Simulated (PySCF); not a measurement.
## Electron correlation in O⁻ (oxygen, charge -1)

[He] 2s2 2p5, 2P determinant. Calculation: PySCF 2.14, in aug-cc-pwCVDZ (5s4p2d, 27 functions); no relativity, point nucleus. Frozen: 1s2; 7 electrons correlated.

| level | correlation energy (mhartree) |
| --- | --- |
| CCSD | -191.86 |
| (T) | -5.87 |
| CCSD(T) | -197.73 |
| CCSDT | -198.36 |

Diagnostics: T1 = 0.025, D1 = 0.0496, largest double amplitude 0.052.

Cost of the coupled-cluster step: roughly 0.4 core-seconds, for 7 correlated electrons.

Iterations:

```
CC2 = 0
CCSD nocc = (np.int64(4), np.int64(3)), nmo = (26, 26)
frozen orbitals [[0], [0]]
max_cycle = 100
direct = 0
conv_tol = 1e-08
conv_tol_normt = 1e-06
diis_space = 8
diis_start_cycle = 0
Init t2, MP2 energy = -0.182625395531584
Init E_corr(UCCSD) = -0.182625395531799
cycle = 1  E_corr(UCCSD) = -0.184540928561534  dE = -0.00191553303  norm(t1,t2) = 0.0823659
cycle = 2  E_corr(UCCSD) = -0.190413498119612  dE = -0.00587256956  norm(t1,t2) = 0.0265719
cycle = 3  E_corr(UCCSD) = -0.190305871826576  dE = 0.000107626293  norm(t1,t2) = 0.0192509
cycle = 4  E_corr(UCCSD) = -0.191776604708996  dE = -0.00147073288  norm(t1,t2) = 0.00941896
cycle = 5  E_corr(UCCSD) = -0.191758363240907  dE = 1.82414681e-05  norm(t1,t2) = 0.00319761
cycle = 6  E_corr(UCCSD) = -0.19181714270018  dE = -5.87794593e-05  norm(t1,t2) = 0.00100126
cycle = 7  E_corr(UCCSD) = -0.191862004654703  dE = -4.48619545e-05  norm(t1,t2) = 0.000334831
cycle = 8  E_corr(UCCSD) = -0.191862498924991  dE = -4.94270288e-07  norm(t1,t2) = 0.000114213
cycle = 9  E_corr(UCCSD) = -0.191860047969444  dE = 2.45095555e-06  norm(t1,t2) = 5.22747e-05
cycle = 10  E_corr(UCCSD) = -0.191860860221069  dE = -8.12251625e-07  norm(t1,t2) = 1.41463e-05
cycle = 11  E_corr(UCCSD) = -0.191860878978075  dE = -1.87570066e-08  norm(t1,t2) = 4.46305e-06
cycle = 12  E_corr(UCCSD) = -0.191860841670853  dE = 3.7307222e-08  norm(t1,t2) = 1.11958e-06
cycle = 13  E_corr(UCCSD) = -0.191860849631404  dE = -7.96055089e-09  norm(t1,t2) = 3.99372e-07
UCCSD converged
E(UCCSD) = -74.96934936039952  E_corr = -0.191860849631404
UCCSD(T) correction = -0.00587157369469874
```
